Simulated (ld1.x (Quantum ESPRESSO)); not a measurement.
**tin (Sn), TM: configuration errors across variants**

```json
{
 "Element": "tin (Sn)",
 "Generator": "ld1.x (Quantum ESPRESSO) 7.5",
 "Type": "norm-conserving Troullier–Martins (Kleinman–Bylander form)",
 "Functional": "PBE",
 "Relativity": "scalar-relativistic",
 "Frozen core": "[Kr]",
 "Valence charge": "14",
 "Reference configuration": "4d10 5s1.75 5p2.25",
 "Partial waves": "5p (bound): rc 2.55 bohr; 4d (bound): rc 0.90 bohr; 4f channel at 0.05 Ry: rc 2.40 bohr; 5s (bound): rc 1.60 bohr",
 "Local potential": "the s channel",
 "Core correction": "Bessel-smoothed model core inside 0.55 bohr"
}
```

All-electron excitation energies from the reference (eV): (1) 4d10 5s2 5p1 5.153; (2) 4d10 5s2 5p0 19.105; (3) 4d10 5s2 5p2.3 -2.571; (4) 4d10 5s1 5p0 50.077; (5) 4d9 5s2 5p3 22.744; (6) 4d10 5s1 5p3 5.257.

2 further variants failed, have other tests or too few solved ones, and are left out.

Errors AE − PS in meV (a dash: test not solved or not reliable):

```csv
change,(1),(2),(3),(4),(5),(6),bound ghosts
base,-2.4,-9.4,+0.5,-17,-299,-1.5,none
wave 4d (bound): rc 0.90 bohr becomes 4d (bound): rc 0.86 bohr,-2.4,-9.5,+0.5,-17,-299,-1.5,none
wave 4d (bound): rc 0.90 bohr becomes 4d (bound): rc 0.98 bohr,-2.4,-9.5,+0.5,-16,-300,-1.5,none
wave 4d (bound): rc 0.90 bohr becomes 4d (bound): rc 1.24 bohr,-2.4,-9.4,+0.5,-16,-299,-1.5,none
wave 4d (bound): rc 0.90 bohr becomes 4d (bound): rc 1.32 bohr,-2.4,-9.4,+0.5,-16,-297,-1.5,none
```

Give the same row for: wave 4d (bound): rc 0.90 bohr becomes 4d (bound): rc 1.06 bohr.

-2.3, -9.5, +0.5, –, -300, -1.5; bound ghosts: none.
